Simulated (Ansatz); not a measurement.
C2H7AlO. The species carries charge 0 and has multiplicity 1. The bonds changed during the relaxation, so this is another structure than the one it started from. The structure was optimised at the PBE0-D4/def2-TZVP level. It is one conformer, not always the lowest.

```xyz
11

C     0.997    0.120   -1.150
C    -0.085    0.469   -0.177
O     0.348    0.033    1.232
Al   -1.374   -0.718    0.679
H     0.655    0.380   -2.156
H     1.931    0.660   -0.963
H     1.212   -0.951   -1.146
H    -0.277    1.542   -0.134
H     0.395    0.785    1.829
H    -1.265   -2.285    0.467
H    -2.537   -0.034    1.519
```

Task: What is the dipole moment at B3LYP/def2-TZVPP? (An estimate is asked.)

Result: Computed: 2.55 D, with components (1.34, 2.17, 0.00) D in this frame, pointing from negative to positive charge.

Task: And with PBE, r2SCAN, ωB97M-V? (Estimate.)

Result: Ansatz gave: PBE 2.62 D, r2SCAN 2.64 D, ωB97M-V 2.55 D.

Task: Give the Mulliken charges with B3LYP, r2SCAN, ωB97M-V in def2-TZVPP. (Estimate.)

Result: The calculation gave: 
```json
{"atom": "C1", "B3LYP": "-0.22", "r2SCAN": "-0.10", "ωB97M-V": "-0.27"}
{"atom": "C2", "B3LYP": "-0.13", "r2SCAN": "-0.14", "ωB97M-V": "-0.21"}
{"atom": "O3", "B3LYP": "-0.23", "r2SCAN": "-0.23", "ωB97M-V": "-0.20"}
{"atom": "Al4", "B3LYP": "0.39", "r2SCAN": "0.45", "ωB97M-V": "0.35"}
{"atom": "H5", "B3LYP": "0.08", "r2SCAN": "0.04", "ωB97M-V": "0.10"}
{"atom": "H6", "B3LYP": "0.07", "r2SCAN": "0.03", "ωB97M-V": "0.10"}
{"atom": "H7", "B3LYP": "0.09", "r2SCAN": "0.05", "ωB97M-V": "0.10"}
{"atom": "H8", "B3LYP": "0.09", "r2SCAN": "0.05", "ωB97M-V": "0.11"}
{"atom": "H9", "B3LYP": "0.20", "r2SCAN": "0.21", "ωB97M-V": "0.19"}
{"atom": "H10", "B3LYP": "-0.17", "r2SCAN": "-0.18", "ωB97M-V": "-0.13"}
{"atom": "H11", "B3LYP": "-0.17", "r2SCAN": "-0.18", "ωB97M-V": "-0.14"}
```

B3LYP here is the variant with VWN-RPA as its local correlation; programs differ in this.
